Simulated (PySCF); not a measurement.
## Exercise with solution: entropy of an ideal gas

H3NSZn, SMILES [NH2][Zn][SH].

The structure is a stationary point at B3LYP-D3(BJ)/def2-TZVP. One conformer was computed; it need not be the lowest.

PySCF with B3LYP-D3(BJ)/def2-TZVP gives the harmonic wavenumbers 128, 129, 182, 368, 412, 656, 674, 752, 1561, 2664, 3525, 3614 cm⁻¹ and the rotational temperatures 7.1457, 0.1214, 0.1210 K. The molar mass is 114.47 g/mol, the symmetry number 1, the spin multiplicity 1.

### Question
Work out the entropy at 298.15 K and 1 atm in the rigid-rotor, harmonic-oscillator model.

### Answer

Translation (Sackur–Tetrode at 1 atm): S = R[1.5 ln M + 2.5 ln T − 1.16487] = 167.9 J/(mol K).
Rotation: q = (√π/σ) T^1.5/√(θA θB θC) = 28200, S = R[ln q + 3/2] = 97.7 J/(mol K).
Vibration: with u = 1.4388 ν/T, each mode gives R[u/(e^u − 1) − ln(1 − e^−u)]:
```json
[
 {"ν (cm⁻¹)": "128", "modes": "1", "u": "0.62", "S (J/(mol K))": "12.45"},
 {"ν (cm⁻¹)": "129", "modes": "1", "u": "0.62", "S (J/(mol K))": "12.39"},
 {"ν (cm⁻¹)": "182", "modes": "1", "u": "0.88", "S (J/(mol K))": "9.66"},
 {"ν (cm⁻¹)": "368", "modes": "1", "u": "1.78", "S (J/(mol K))": "4.55"},
 {"ν (cm⁻¹)": "412", "modes": "1", "u": "1.99", "S (J/(mol K))": "3.85"},
 {"ν (cm⁻¹)": "656", "modes": "1", "u": "3.17", "S (J/(mol K))": "1.52"},
 {"ν (cm⁻¹)": "674", "modes": "1", "u": "3.25", "S (J/(mol K))": "1.42"},
 {"ν (cm⁻¹)": "752", "modes": "1", "u": "3.63", "S (J/(mol K))": "1.05"},
 {"ν (cm⁻¹)": "1561", "modes": "1", "u": "7.53", "S (J/(mol K))": "0.04"}
]
```
The stiffer modes add less than 0.005 each. Sum 46.9 J/(mol K).
Spin: R ln 1 = 0.0 J/(mol K).
Total 312.4 J/(mol K); the program's own thermochemistry gives 312.4. Translation makes up 54 % and vibration 15 %. Anharmonicity, hindered rotation and orbital degeneracy are left out.
